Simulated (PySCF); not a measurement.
Be(NMe2)(SH) (C2H7BeNS), SMILES C[N](C)[Be][SH].

Geometry: r2SCAN-D4/def2-SVP. The structure was generated by enumeration; whether it is a known compound was not checked. The values are those of a single conformer.

Calculation: r2SCAN-D4/def2-SVP (PySCF 2.14.0).

Frequencies are harmonic and unscaled.

Computed vibrational spectrum:
```
mode  ν (cm⁻¹)  IR (km/mol)  Raman (Å⁴/amu)  depolarisation   moving atoms (share of kinetic energy)
----  --------  -----------  --------------  --------------  ---------------------------------------
1           93          0.7             0.6            0.75  C 41 %, H 22 %, S 14 %, Be 12 %, N 12 %
2          140          0.9             1.0            0.61                  H 42 %, Be 26 %, N 20 %
3          211         19.8             1.7            0.75                                   H 94 %
4          240          0.5             0.2            0.75                                   H 98 %
5          252          2.7             0.9            0.54                          H 71 %, Be 26 %
6          303          0.9             6.4            0.30                   C 38 %, S 36 %, H 25 %
7          349         35.1             3.6            0.61                  N 44 %, H 30 %, Be 23 %
8          397         22.9             1.3            0.75                          Be 77 %, C 10 %
9          476          3.0             5.7            0.03           C 28 %, H 27 %, N 23 %, S 19 %
10         654          1.9            14.4            0.61                          H 79 %, Be 14 %
11         942          0.8             3.1            0.74          C 46 %, H 19 %, Be 18 %, N 15 %
12        1081          4.2             1.5            0.75                           H 72 %, C 26 %
13        1100          0.0             2.1            0.75                           H 80 %, C 20 %
14        1157        121.2             4.0            0.50                  H 48 %, Be 30 %, C 20 %
15        1161          1.0             0.4            0.75                   H 68 %, C 20 %, N 12 %
16        1206         66.6             0.4            0.75                   N 57 %, C 33 %, H 11 %
17        1410        234.7            53.8            0.32          H 32 %, N 28 %, Be 26 %, C 14 %
18        1422          2.9            20.5            0.75                           H 87 %, C 12 %
19        1447          0.0            38.4            0.75                                   H 97 %
20        1453          1.1            13.8            0.73                           H 83 %, C 15 %
21        1454         11.3             0.1            0.71                                   H 97 %
22        1477         16.9             3.3            0.75                                   H 96 %
23        1521         70.4            17.6            0.73                   H 74 %, N 17 %, Be 9 %
24        2684          0.1           145.3            0.23                                   H 97 %
25        2958         67.2            31.9            0.75                                   H 97 %
26        2963        140.9           362.6            0.01                                   H 97 %
27        3017         98.8           284.2            0.75                            H 91 %, C 9 %
28        3026          0.0            28.5            0.75                           H 90 %, C 10 %
29        3107         18.5            52.5            0.75                            H 91 %, C 9 %
30        3107         30.8            83.5            0.67                            H 91 %, C 9 %
```
